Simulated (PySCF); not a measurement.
Gas-phase reaction: 2 ZrCl3OH + 4 OH → 2 ZrCl2(OH)2 + 2 HCl + O2

Energies from PySCF (xtb for GFN2), thermal terms from the rigid-rotor harmonic-oscillator model, ideal gas at 1 bar. † marks an energy on the PBE0/def2-TZVP geometry and frequencies; other levels use their own. CCSD(T) freezes the core. Open shells (unrestricted): OH (multiplicity 2, electronic degeneracy 4), O2 (multiplicity 3); the rest are closed-shell singlets. GFN2 has no spin-polarisation term. Spin-orbit splitting is ignored; it lowers the true energy and changes the entropy of OH. Zr: scalar-relativistic def2 core potential, no spin-orbit coupling. ZrCl3OH, ZrCl2(OH)2: computed as isolated molecules; such fragments, hydroxides, amides, oligomers or adducts are transient or little studied in the gas. CCSD(T) isn't extrapolated to the basis-set limit; its ΔH°(298 K) is -587.0 kJ in def2-SVP and -576.1 kJ in def2-TZVPP. The harmonic model lacks anharmonicity and excited electronic states, which grow with temperature; levels with a mode under 35 cm⁻¹ are left out. Soft modes under 120 cm⁻¹ make the harmonic entropy rough for ZrCl3OH, ZrCl2(OH)2.

| level | ΔE electronic, kJ | ΔH°(298 K), kJ | ΔS°(298 K), J/K | ΔG°(1400 K), kJ |
|---|---|---|---|---|
| CCSD(T)/def2-TZVPP† | -586 | -576 | -141 | -381 |
| GFN2-xTB | -739 | -738 | -115 | -583 |
| PBE/def2-SVP | -723 | -712 | -148 | -507 |
| PBE0/def2-SVP† | -633 | -624 | -141 | -429 |
| PBE0/def2-TZVP | -596 | -587 | -141 | -391 |
ΔH° is lowest at GFN2-xTB and highest at CCSD(T)/def2-TZVPP†. No reference value is set beside these.
